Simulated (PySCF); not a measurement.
Zr(Me)2(H)2 (C₂H₈Zr), SMILES [CH3][ZrH2][CH3], multiplicity 1. Geometry optimised at PBE-D3(BJ)/def2-SVP. The spin state was assumed, not searched. The def2 effective core potentials stand for the cores of Zr; spin–orbit coupling is left out.

Computed equilibrium geometry at PBE-D3(BJ)/def2-SVP (PySCF confirms it by a frequency run) as Cartesian coordinates in Å, and its point group:
point group C2v.
```xyz
11

Zr     0.0000     0.0000     0.3588
C      1.7967     0.0000    -0.8896
H      2.3995    -0.9021    -0.6275
H      1.6238     0.0000    -1.9877
H      2.3995     0.9021    -0.6275
C     -1.7967     0.0000    -0.8896
H     -2.3995     0.9021    -0.6275
H     -1.6238     0.0000    -1.9877
H     -2.3995    -0.9021    -0.6275
H      0.0000     1.5552     1.4037
H      0.0000    -1.5552     1.4037
```
Charge 0, spin multiplicity 1.
